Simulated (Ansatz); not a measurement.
Input for Ansatz (a program for electronic structure): R-wB97X-V/def2-TZVPPD on C3H9Ga (SMILES [CH3][Ga]([CH3])[CH3]) with ghost functions. Files ending in .json are basis or fitting sets from the Basis Set Exchange.

Ansatz 0.2 input:
```yaml
crystal:
  periodic: [false, false, false]
  atoms:
    - {symbol: C, position_ang: [-1.51032191, 0.33004457, 0.53176612]}
    - {symbol: Ga, position_ang: [0.30996975, -0.26752885, 1.13283484]}
    - {symbol: C, position_ang: [1.81906944, 1.03865537, 0.96645145]}
    - {symbol: C, position_ang: [0.70473382, -2.23053000, 1.09050667]}
    - {symbol: H, position_ang: [-1.54571459, 0.30108304, -0.56090443]}
    - {symbol: H, position_ang: [-1.73796405, 1.35583810, 0.82954494]}
    - {symbol: H, position_ang: [-2.30959411, -0.32094290, 0.89253359]}
    - {symbol: H, position_ang: [2.17880076, 1.06063167, -0.06556738]}
    - {symbol: H, position_ang: [2.66383589, 0.76351052, 1.60108724]}
    - {symbol: H, position_ang: [1.51165169, 2.05503152, 1.22264673]}
    - {symbol: H, position_ang: [0.95315248, -2.53711066, 0.07106587]}
    - {symbol: H, position_ang: [1.55590272, -2.48567502, 1.72493533]}
    - {symbol: H, position_ang: [-0.15304974, -2.82812211, 1.40708366]}
basis:
  gaussian:
    orbitals: def2-TZVPPD.json
    ghost_atoms:
      - {symbol: C, position_ang: [-0.61548038, 1.62465586, 3.88128158]}
      - {symbol: S, position_ang: [0.00683404, -0.06583232, 3.71130867]}
      - {symbol: C, position_ang: [-1.51362392, -1.00854840, 3.98219559]}
      - {symbol: H, position_ang: [-0.95634446, 1.79788124, 4.90066497]}
      - {symbol: H, position_ang: [0.21612696, 2.29008511, 3.65851139]}
      - {symbol: H, position_ang: [-1.42172466, 1.80428948, 3.17283586]}
      - {symbol: H, position_ang: [-1.86639587, -0.86582513, 5.00226115]}
      - {symbol: H, position_ang: [-1.26601036, -2.05668833, 3.82703809]}
      - {symbol: H, position_ang: [-2.27764146, -0.70819337, 3.26787262]}
hamiltonian:
  xc: {name: wB97X-V}
scf: {lower_state_search: off}
```

Problem. Give the final energy of this run.

Solution. -2044.4274 hartree.

Problem. How many basis functions does it have, and what does it roughly cost on one machine?

Solution. 545 functions; around 80 core-seconds (rough).
